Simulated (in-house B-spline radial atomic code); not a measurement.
Radial electron density of Sn2+, [Ar] 3d9 4s2 4p6 4d10 4f1 5s2. Computed with a B-spline radial code for spherical atoms: non-relativistic Hartree-Fock, average of configuration, point nucleus, inside a hard spherical wall at 2.21 bohr.

Columns: r (bohr), 4πr²n(r) (electrons per bohr), bar.

```
 0.00144    1.988 #
 0.00173    2.787 ##
 0.00208    3.891 ##
  0.0025     5.39 ###
 0.00301    7.425 ####
 0.00361    10.06 #####
 0.00434    13.52 #######
 0.00521    17.86 ##########
 0.00626    23.23 #############
 0.00752    29.57 ################
 0.00903    36.71 ####################
  0.0108    44.09 ########################
   0.013    51.48 ############################
  0.0157    57.79 ###############################
  0.0188    61.69 ##################################
  0.0226    62.83 ##################################
  0.0271    61.15 #################################
  0.0326    57.78 ###############################
  0.0391    55.09 ##############################
   0.047    55.72 ##############################
  0.0565    61.31 #################################
  0.0678    70.47 ######################################
  0.0815    78.91 ###########################################
  0.0979    80.99 ############################################
   0.118    74.27 ########################################
   0.141     63.5 ##################################
    0.17    56.21 ###############################
   0.204     58.1 ################################
   0.245    64.18 ###################################
   0.294    63.43 ##################################
   0.353    50.51 ###########################
   0.424    32.65 ##################
    0.51    22.07 ############
   0.612    22.32 ############
   0.736    25.74 ##############
   0.884    24.66 #############
    1.06    19.18 ##########
    1.27    13.19 #######
    1.53    7.985 ####
    1.84    2.916 ##
    2.19 0.009451
```

On this grid the curve has 4 maxima, near 0.0226, 0.0979, 0.245, 0.736 bohr.

The 4f radial function P(r) = rR(r), positive near the nucleus:

```csv
r (bohr),P
0.047,0.001358
0.0678,0.004707
0.0979,0.0151
0.141,0.04336
0.204,0.111
0.294,0.2426
0.424,0.4515
0.612,0.7053
0.884,0.9095
1.27,0.9405
1.84,0.5131
```
